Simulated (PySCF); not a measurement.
Excitation energy of Ti by level of theory

Ti [Ar] 3d2 4s2 (3F) → Ti [Ar] 3d2 4s1 4p1 (high-spin determinant), as a difference of total energies. Computed with PySCF 2.14 in aug-cc-pVTZ-DK (8s7p5d3f2g, 93 functions), with scalar relativity by spin-free X2C-1e. Correlated levels: valence: [Ar] frozen. The calculations carry no spin-orbit coupling.

```json
{"method": "UHF", "excitation energy (eV)": "1.020"}
{"method": "MP2 (valence)", "excitation energy (eV)": "1.728"}
{"method": "SCS-MP2 (valence)", "excitation energy (eV)": "1.978"}
{"method": "CCSD (valence)", "excitation energy (eV)": "1.878"}
{"method": "CCSD(T) (valence)", "excitation energy (eV)": "1.915"}
```

Problem. How much does correlation contribute at CCSD(T) (valence)?

Solution. 1.915 − (1.020) = 0.895 eV, measured against UHF.

The determinant of the upper state mixes LS terms, which raises its energy above the lowest term, most at the Hartree-Fock and MP2 levels.
